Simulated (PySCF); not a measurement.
# Dipole moment and polarisability across levels of theory

Compound: C₂H₇BO.
Numbering: `[BH2:1][CH2:2][O:3][CH3:4]` (hydrogens: H5, H6 on B1; H7, H8 on C2; H9, H10, H11 on C4)

PySCF, dipoles from the SCF density, polarisabilities from static response with core orbitals frozen. One conformer (not necessarily the lowest) at the PBE0-D3(BJ)/def2-SVP geometry, without solvent, vibrations or thermal averaging.

**Question.** How do dipole and polarisability depend on functional and basis here?

**Answer.** 

```tsv
level	μ (D)	α (au)	anisotropy (au)
LDA/def2-SVPD	1.640	50.94	18.34
PBE/def2-SVPD	1.550	49.85	17.69
B3LYP/def2-SVPD	1.566	47.69	15.49
PBE0/def2-SVPD	1.582	47.16	15.47
BHandHLYP/def2-SVPD	1.605	45.33	13.76
CAM-B3LYP/def2-SVPD	1.615	46.79	14.43
wB97X-D/def2-SVPD	1.583	46.64	14.27
LC-wPBE/def2-SVPD	1.651	45.46	13.65
HF/def2-SVPD	1.627	43.09	11.92
PBE0/6-31G*	1.571	38.66	15.60
PBE0/6-31+G*	1.677	42.91	15.62
PBE0/def2-SVP	1.621	40.22	15.76
PBE0/aug-cc-pVDZ	1.513	48.31	16.26
PBE0/def2-TZVP	1.518	45.34	15.63
PBE0/def2-TZVPD	1.514	48.16	16.08
```

The anisotropy is √(½[(α1 − α2)² + (α2 − α3)² + (α3 − α1)²]). The dipole runs from 1.51 D (PBE0/aug-cc-pVDZ) to 1.68 D (PBE0/6-31+G*). No reference polarisability is at hand; against PBE0 in the largest diffuse basis at hand (def2-TZVPD) the other PBE0 rows deviate by 6-31G* -20%, 6-31+G* -11%, def2-SVP -16%, def2-SVPD -2%, aug-cc-pVDZ 0%, def2-TZVP -6%. In one basis (def2-SVPD) the functionals order the polarisability from HF (lowest) to LDA (highest), a spread of 18%. With PBE0 the polarisability is 41.41 au without diffuse functions (mean of 6-31G*, def2-SVP and def2-TZVP) and 46.64 au with them (mean of 6-31+G*, def2-SVPD, aug-cc-pVDZ and def2-TZVPD).
